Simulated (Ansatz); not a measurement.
Gas-phase electronic energies from Ansatz, PBE0-D4/def2-TZVP geometries. CCSD(T)/CBS is the MP2 limit (def2-TZVPP, def2-QZVPP) plus CCSD(T) − MP2 in def2-TZVPP, frozen cores. DFT in def2-TZVPP. HSE06 is defined as in plane-wave codes. For Br, Ga, Zn outer-core shells are correlated without core-valence functions, which leaves a few kJ/mol of doubt a bond. Scalar relativity is left out up to krypton.

`[GaH2][Br]` + `[F][Zn][Br]` → `[F][Zn][GaH2]` + Br₂  (formal exchange of groups at a Ga–Br bond)

Q: Is it downhill or uphill in electronic energy at CCSD(T)/CBS, and by how much? (Estimate.)

A: Computed: Uphill: ΔE = +315.1 kJ/mol.

Q: What do these levels give: PBE-D4, r2SCAN-D4, BHLYP-D4, PBE-QIDH, revPBE, r2SCANh, r2SCAN0, HSE06, BHLYP, RPA@PBE/def2-TZVPP, HF/def2-QZVPP, MP2/def2-QZVPP? (An estimate is asked.)

A: The calculation gave: PBE-D4 275.5, r2SCAN-D4 307.6, BHLYP-D4 316.2, PBE-QIDH 326.7, revPBE 274.1, r2SCANh 312.9, r2SCAN0 320.4, HSE06 300.3, BHLYP 316.1, RPA@PBE/def2-TZVPP 297.2, HF/def2-QZVPP 354.6, MP2/def2-QZVPP 328.9 kJ/mol.

Largest T1 diagnostic among the species: 0.016.

From r2SCAN to r2SCAN0 (25 % exact exchange), in def2-TZVPP and without D4, ΔE moves by +12.8 kJ/mol. In def2-TZVPP, CCSD(T) changes the Hartree–Fock value by −39.1 kJ/mol (the triples alone add −4.7 kJ/mol) and MP2 by −25.5 kJ/mol. Leaving LDA and LC-ωPBE aside and taking each functional with its dispersion term where it has one, the values, not all of them listed here, spread over 59.1 kJ/mol, from BLYP-D4 to PBE-QIDH. LDA lies +7.4 kJ/mol from PBE without D4.
